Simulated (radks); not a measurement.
Problem. Radial electron density D(r) = 4 pi r^2 rho(r) of an atom or ion with 55 electrons. All-electron calculation, scalar-relativistic Kohn-Sham, PBEsol, spin-polarised, spherical densities, point nucleus. Program: a radial shooting solver on a logarithmic mesh with Libxc functionals.

```
   r/bohr * D(r) (the largest magnitude, 92.9, reaches the edge; | marks zero)
 0.001246 | *
 0.001462 |  *
 0.001715 |  *
 0.001997 |   *
 0.002343 |    *
 0.002728 |      *
 0.003201 |        *
 0.003757 |          *
 0.004373 |             *
 0.005132 |                *
 0.006023 |                    *
 0.007011 |                       *
 0.008228 |                            *
 0.009656 |                                *
  0.01124 |                                   *
  0.01319 |                                       *
  0.01536 |                                         *
  0.01802 |                                          *
  0.02115 |                                         *
  0.02462 |                                       *
  0.02889 |                                     *
   0.0339 |                                    *
  0.03947 |                                     *
  0.04632 |                                        *
  0.05436 |                                             *
  0.06328 |                                                  *
  0.07426 |                                                      *
  0.08645 |                                                      *
   0.1014 |                                                  *
    0.119 |                                            *
   0.1386 |                                        *
   0.1626 |                                       *
   0.1909 |                                           *
   0.2222 |                                              *
   0.2607 |                                            *
   0.3035 |                                    *
   0.3562 |                         *
    0.418 |                 *
   0.4866 |               *
   0.5711 |                 *
   0.6702 |                  *
   0.7802 |               *
   0.9156 |           *
    1.074 |       *
    1.251 |    *
    1.468 |   *
    1.709 |   *
    2.005 |  *
    2.353 | *
     2.74 |*
    3.215 |*
    3.773 *
    4.392 *
    5.154 *
    6.048 *
    7.041 *
    8.263 *
    9.619 *
    11.29 *
    13.25 *
    15.42 *
```

What is the nuclear charge?

Solution. Z = 55. The innermost maximum, from 1s, lies near gamma/Z bohr with gamma = sqrt(1 - (Z/c)^2) = 0.916, here 0.0167 bohr (found: 0.0183), and its height grows with Z. The density is that of neutral caesium in [Xe] 6s1; the configuration itself is not fixed sharply by these data, and Z only to a few units. D(r) has 4 maxima, at r = 0.0183, 0.0804, 0.229, 0.649 bohr, and minima at 0.0353, 0.151, 0.475 bohr, inside which lie 1.97, 11.16, 28.92 electrons.
